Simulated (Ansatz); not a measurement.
`S[B]1[O][AlH]1`, relaxed with RKS PBE-D4/def2-SVP in the Gaussian-basis code of Ansatz from a rough embedded geometry. The force threshold is 0.03 eV/Å; the program also tests the step.

The species carries charge 0 and has multiplicity 1.

Start:

```xyz
6

S    -0.800   -0.709    1.782
B    -0.539   -0.063    0.088
O    -0.853    0.913   -0.963
Al    0.912    0.846   -1.148
H    -1.211   -2.005    1.313
H     2.491    1.017   -1.071
```

Problem. How much energy does the relaxation release, and in how many steps? (Estimate.)

Solution. Ansatz gave: 239.00 kJ/mol, in 9 steps.

Problem. Which bonds change most? (Estimate.)

Solution. Ansatz gave: B2–O3 from 1.468 to 1.345 Å; B2–Al4 from 2.111 to 2.014 Å; O3–Al4 from 1.776 to 1.858 Å; S1–H5 from 1.438 to 1.361 Å.

Problem. Give the relaxed structure. (Best estimate.)

Solution. The calculation gave: 
```xyz
6

S    -1.674   -0.849    1.256
B    -0.429   -0.040    0.224
O    -0.432    1.140   -0.421
Al    1.235    0.421   -0.813
H    -0.911   -1.949    1.498
H     2.212    1.277   -1.744
```
